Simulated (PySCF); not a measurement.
**Gas-phase thermal properties of RuO4**

Method: PySCF energies (xtb for GFN2) plus ideal-gas RRHO corrections (1 bar). All species are closed-shell singlets. Ru: scalar-relativistic def2 core potential, no spin-orbit coupling. The harmonic model lacks anharmonicity and excited electronic states, which grow with temperature; levels with a mode under 35 cm⁻¹ are left out. Strong static correlation: RuO4.

```csv
level,point group,σ,ZPE (kJ/mol),S°298 (J/mol/K),Cp298 (J/mol/K),S°1000 (J/mol/K),H1000 − H298 (kJ/mol)
GFN2-xTB,Td,12,29.7,290.4,77.4,403.3,67.2
PBE0/def2-TZVP,Td,12,35.5,284.4,71.4,392.2,64.6
```
σ: rotational symmetry number. Electronic degeneracy used: 1. Frequencies are unscaled.
